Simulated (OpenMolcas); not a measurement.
## Pb²⁺: effect of the IPEA shift

```yaml
Program: OpenMolcas
Basis: ANO-RCC [11s10p9d6f4g]
Scalar_Hamiltonian: DKH2, point nucleus
Active_space: 2 electrons in 9 orbitals (RAS2 6s 6p; RAS3 6d, at most 2 electrons)
State_averaging: 2S+1 = 3 even, 3 roots; 2S+1 = 1 even, 6 roots; 2S+1 = 3 odd, 3 roots; 2S+1 = 1 odd, 3 roots
Spin-orbit_coupling: RASSI with atomic mean-field integrals over the reference wave functions, term energies averaged over their components
```

Methods on the same reference wave functions:
A. RASSCF
B. SS-RASPT2, IPEA 0.25 Eh, imaginary shift 0.1 Eh (closed shells correlated: 5d)
C. SS-RASPT2, IPEA 0.5 Eh, imaginary shift 0.1 Eh (closed shells correlated: 5d)

Energies in cm⁻¹ above 6s² ¹S₀, the measured ground level; measured values from Moore, Atomic Energy Levels, vol. III, NSRDS-NBS 35 (1971 reprint of NBS Circular 467, 1958).

```
     Level      A      B      C  Measured
   6s² ¹S₀    0.0    0.0    0.0       0.0
6s 6p ³P°₀  53994  62380  62380     60397
6s 6p ³P°₁  57946  65960  65980     64391
6s 6p ³P°₂  69468  77850  77860          
6s 6p ¹P°₁  92983  93350  93630     95340
```

Deviations, from unrounded energies. A percentage is the sum of absolute deviations over the sum of measured energies, with the sign that they share, or ± where signs differ.

| Against measurement | Levels | A | B | C |
| --- | --- | --- | --- | --- |
| mean absolute deviation (cm-1) | 3 | 5100 | 1800 | 1800 |
| other configurations (%) | 3 | -6.9 | ±2.5 | ±2.4 |

B, C lie about equally close to measurement and A furthest from it. The largest miss of C in the table is 6s 6p ³P°₀, by +2000 cm-1. The ranking rests on the paired levels alone, and a cruder setting can come out closer through cancelling errors.

Between B and C the level of the table that moves most is 6s 6p ¹P°₁, by 290 cm-1 (lowest in B, highest in C). Moves below CASPT2's spread within the term are not significant.

The lowest spin-free term lies below A's lowest term by 0.429 hartree in B, 0.426 hartree in C.

The run also gave levels led by 6s 6d, which use shells meant for correlation; these and all levels above them are left out. Spin-orbit splittings of 6p shells tend to come out small when the coupling is added on scalar orbitals. Measured partners are found by configuration, term and J. A level has none where our copy of the source lacks it or the pairing is in doubt (some pairs that miss far off the trend of their configuration count as doubtful), and it then counts in no deviation. Only configurations of the active space appear. The table leaves out levels that lie high or whose names do not pair safely across all columns.

° marks odd parity.
